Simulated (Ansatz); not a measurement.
The first iterations of a band of BCl₂H₃O₂ (8 atoms, charge 0, multiplicity 1).

Method: Ansatz, RKS PBE0-D4/def2-SVP.

```
movable images  : 7
climbing image  : yes
spring          : 50.0 eV/Å²
optimiser       : quadratic models (default)
start path      : through a guess of the saddle point
force threshold : 0.05 eV/Å
iteration limit : 60
end points      : relaxed
```

Initial state:

```xyz
8
Properties=species:S:1:pos:R:3
B -0.098 -0.040 0.096
Cl 0.121 -0.808 1.750
O 0.901 -0.188 -0.819
H 1.746 -0.391 -0.407
Cl -1.779 -0.168 -0.601
O -0.093 1.654 0.582
H -0.819 2.056 0.075
H -0.372 1.649 1.511
```

Final state:

```xyz
8
Properties=species:S:1:pos:R:3
B -0.082 0.482 -0.498
Cl 0.112 0.037 3.106
O 1.146 -0.054 -0.547
H 1.211 -0.822 -1.122
Cl -1.429 -0.157 -1.474
O -0.287 1.542 0.330
H -1.187 1.883 0.295
H 0.122 0.853 2.098
```

| iteration | highest image above the first end (eV) | largest band force component (eV/Å) |
| --- | --- | --- |
| 1 | 2.739 | 8.868 |
| 2 | 1.136 | 2.953 |
| 3 | 0.626 | 1.284 |
| 4 | 0.573 | 0.791 |
| 5 | 0.560 | 0.605 |

Question: Does the band converge within its limit, and where does its top end?

Answer: It converged. It ended after 15 iterations with the highest image 0.544 eV above the first end. Another band between the same ends (7 images) ends at a top of the same energy, where a vibrational analysis finds 1 clearly imaginary mode. The orbitals stay closed-shell, which can raise the energy where a bond breaks towards radicals; this wasn't checked here.

The run took 6.3 min on 2 threads of Arm Neoverse N1, with other jobs on the host, peak memory 0.2 GiB.
